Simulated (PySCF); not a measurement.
A geometry optimisation on 4-(dimethylamino)benzonitrile (`c1cc(ccc1N(C)C)C#N`).

Method: PBE0-D3(BJ)/def2-SVP geometry optimisation, gas phase (PySCF 2.14.0). Start geometry: GFN2-xTB. The input is one job of a driver script: a line of settings, then coordinates in Å.

Input:
```
{"job": {"xc": "PBE0", "basis": "def2-SVP", "d3": "d3bj", "grid": 2, "kind": "geom"}, "charge": 0, "multiplicity": 1}
C     -2.354161     0.673931    -0.941020
N     -1.561329     0.168511     0.152335
C     -2.218645    -0.184305     1.386355
C     -0.210722     0.023533     0.020454
C      0.577547    -0.471182     1.075479
C      1.938042    -0.616160     0.942286
C      2.577895    -0.274079    -0.251116
C      3.970654    -0.423142    -0.386739
N      5.107386    -0.544852    -0.497119
C      1.808046     0.218096    -1.307387
C      0.447427     0.363466    -1.175611
H     -3.398855     0.716678    -0.643419
H     -2.277369     0.025253    -1.819190
H     -2.040370     1.683477    -1.223927
H     -3.285767     0.002090     1.296212
H     -1.839090     0.412321     2.221565
H     -2.077725    -1.243794     1.621428
H      0.123468    -0.746872     2.012679
H      2.522669    -0.998232     1.766428
H      2.291529     0.485633    -2.235727
H     -0.109551     0.746571    -2.014438
```

Problem. What does the run print?

Solution. 
```
step   0  E = -457.60897170  max force = 0.031498
step   1  E = -457.61100789  max force = 0.001819
step   2  E = -457.61101795  max force = 0.000794
step   3  E = -457.61102070  max force = 0.000640
step   4  E = -457.61102482  max force = 0.000238
optimisation converged
```

Energies in Eh; «max force» is the largest Cartesian gradient component in Eh/bohr.

Problem. Give the first gradient maximum in eV/Å.

Solution. With 1 Eh/bohr = 51.422 eV/Å, 1.620 eV/Å.

Problem. How much energy does the optimisation release, in kJ/mol?

Solution. E(step 0) − E(last step) = 0.002053 Eh, which is 5.4 kJ/mol.

In short: final energy -457.61102 Eh after 4 steps; dipole 7.65 D.

Problem. Give the final coordinates.

Solution. 0.019 Å rms from the input after alignment:
```
atom  x, y, z in Å
C1    -2.4813    0.9085   -1.0563
N2    -1.7004    0.4005    0.0419
C3    -2.3471    0.0435    1.2781
C4    -0.3466    0.2556   -0.0896
C5     0.4470   -0.2414    0.9725
C6     1.8163   -0.3859    0.8346
C7     2.4635   -0.0445   -0.3632
C8     3.8762   -0.1948   -0.5021
N9     5.0251   -0.3171   -0.6149
C10    1.6855    0.4489   -1.4222
C11    0.3157    0.5968   -1.2936
H12   -3.5362    0.9540   -0.7605
H13   -2.4106    0.2636   -1.9504
H14   -2.1710    1.9270   -1.3507
H15   -3.4242    0.2289    1.1906
H16   -1.9721    0.6382    2.1302
H17   -2.2091   -1.0241    1.5264
H18   -0.0127   -0.5188    1.9200
H19    2.4038   -0.7715    1.6701
H20    2.1702    0.7199   -2.3622
H21   -0.2480    0.9832   -2.1416
```

Problem. Estimate the wall time. Hardware: one thread of an Arm Neoverse V1, no GPU, shared host. And the peak memory of the process?

Solution. About 2.0 min, with 0.94 GiB resident at the peak, the Python interpreter and its libraries included.
Labels such as C1 count atoms from 1, the log's own numbers from 0.
